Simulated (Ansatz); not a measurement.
Species: C2H2F2O, SMILES `O=CC(F)F` (O–C–C–F torsion 122°) (charge 0, multiplicity 1).

Problem. Give a relaxed geometry from B3LYP-D3(BJ)/def2-TZVP (Ansatz, an electronic-structure program).

Solution. Several could match; the one computed here: the end point of this relaxation, one of several conformers (outside a Z-matrix the atoms follow the SMILES, hydrogens last).
Z-matrix (Å, degrees):
```
C
F 1 1.3631
F 1 1.3631 2 107.83
H 1 1.0906 2 109.62 3 -119.29
C 1 1.5279 4 113.00 3 -120.91
O 5 1.1972 1 122.48 4 0.01
H 5 1.1070 6 123.34 1 -180.00
```
